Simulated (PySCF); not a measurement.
Gas-phase reaction: SnH2 + NH2 ⇌ SnH4 + N

Energies from PySCF, thermal terms from the rigid-rotor harmonic-oscillator model, ideal gas at 1 bar. † marks an energy on the PBE0/def2-TZVP geometry and frequencies; other levels use their own. MP2 and CCSD(T) freeze the core. Open shells (unrestricted): NH2 (multiplicity 2), N (multiplicity 4); the rest are closed-shell singlets. Sn: scalar-relativistic def2 core potential, no spin-orbit coupling. SnH2: computed as isolated molecules; such fragments, hydroxides, amides, oligomers or adducts are transient or little studied in the gas. MP2 isn't extrapolated to the basis-set limit. CCSD(T) isn't extrapolated to the basis-set limit.

```json
[
 {"level": "CCSD(T)/def2-SVP†", "ΔH°(298 K), kJ": "146"},
 {"level": "MP2/def2-SVP†", "ΔH°(298 K), kJ": "143"},
 {"level": "PBE/def2-SVP", "ΔH°(298 K), kJ": "237"},
 {"level": "PBE/def2-TZVP†", "ΔH°(298 K), kJ": "(withheld)"},
 {"level": "PBE0/def2-SVP†", "ΔH°(298 K), kJ": "203"},
 {"level": "LDA/def2-TZVP†", "ΔH°(298 K), kJ": "(withheld)"},
 {"level": "ωB97M-V/def2-TZVP†", "ΔH°(298 K), kJ": "(withheld)"}
]
```

Some entries are withheld; supply them.


- PBE/def2-TZVP†, ΔH°(298 K), kJ: 246
- LDA/def2-TZVP†, ΔH°(298 K), kJ: 248
- ωB97M-V/def2-TZVP†, ΔH°(298 K), kJ: 202
